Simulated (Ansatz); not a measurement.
Consider the redistribution: `OP[SiH2][SiH3]` + `OC=[Se]` → `[SiH3]C=[Se]` + `O[SiH2]PO`.

Gas-phase electronic energies from Ansatz, PBE0-D4/def2-TZVP geometries. CBS: MP2 limit from def2 TZ/QZ plus the TZ coupled-cluster correction, frozen cores. Functionals use def2-TZVPP. B3LYP here is the variant with VWN-RPA as its local correlation; programs differ in this. For Se outer-core shells are correlated without core-valence functions, which leaves a few kJ/mol of doubt a bond. Scalar relativity is left out up to krypton. Each species was taken in one conformer, which may not be the lowest.

`OP[SiH2][SiH3]`:

```xyz
11

O     2.536   -0.615    1.361
P     1.077   -1.193    0.804
Si    0.049    0.750    0.272
Si   -1.809    0.224   -1.052
H     2.809   -1.131    2.123
H     1.434   -1.448   -0.553
H     0.955    1.684   -0.453
H    -0.400    1.406    1.530
H    -2.740   -0.664   -0.305
H    -1.375   -0.477   -2.291
H    -2.536    1.463   -1.436
```

`OC=[Se]`:

Z-matrix (Å, degrees):
```
C
O 1 1.326
Se 1 1.753 2 123.9
H 1 1.092 2 114.6 3 180.0
H 2 0.965 1 110.3 3 -180.0
```

`[SiH3]C=[Se]`:

Z-matrix (Å, degrees):
```
Si
C 1 1.871
H 1 1.489 2 108.7
H 1 1.489 2 108.8 3 117.3
H 1 1.480 2 109.8 3 -121.3
Se 2 1.754 1 124.0 3 120.7
H 2 1.092 1 118.4 3 -59.2
```

`O[SiH2]PO`:

Cartesian coordinates in Å:
```
O 1.050 1.277 0.632
Si 0.673 -0.304 0.894
P -0.618 -1.045 -0.812
O -1.405 0.429 -0.994
H 0.364 1.777 0.180
H -0.097 -0.472 2.157
H 1.932 -1.086 0.976
H 0.416 -0.854 -1.776
H -2.316 0.279 -1.258
```

Q: Is it downhill or uphill in electronic energy at CCSD(T)/CBS, and by how much? (Best estimate.)

A: Ansatz gave: Downhill: ΔE = -1.19 eV.

Q: What do these levels give: PBE-D4, ωB97X-V, ωB97M-V, B2PLYP, PBE, r2SCAN, PBE0, B3LYP, HF/def2-TZVPP, CCSD(T)/def2-TZVPP, SCS-MP2/def2-QZVPP, CCSD/CBS(def2)? (Best estimate.)

A: Ansatz gave: PBE-D4 -0.72, ωB97X-V -1.03, ωB97M-V -1.11, B2PLYP -1.12, PBE -0.72, r2SCAN -0.90, PBE0 -0.84, B3LYP -1.01, HF/def2-TZVPP -1.27, CCSD(T)/def2-TZVPP -1.17, SCS-MP2/def2-QZVPP -1.32, CCSD/CBS(def2) -1.23 eV.

Largest T1 diagnostic among the species: 0.017.

From PBE to PBE0 (25 % exact exchange), in def2-TZVPP and without D4, ΔE moves by −0.12 eV.
